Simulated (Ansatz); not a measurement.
`[O]=[Sb]` radical. The species carries charge 0 and has multiplicity 2. Sb takes the def2 core potential.

Cartesian coordinates in Å:
```
O 0.156 0.509 0.729
Sb -0.156 -0.509 -0.729
```

List the harmonic frequencies (cm⁻¹, unscaled) at PBE0-D4/def2-TZVP in Ansatz. (Estimate.)

The calculation gave: 886.

Is this a minimum?

Yes, all 1 modes are real.
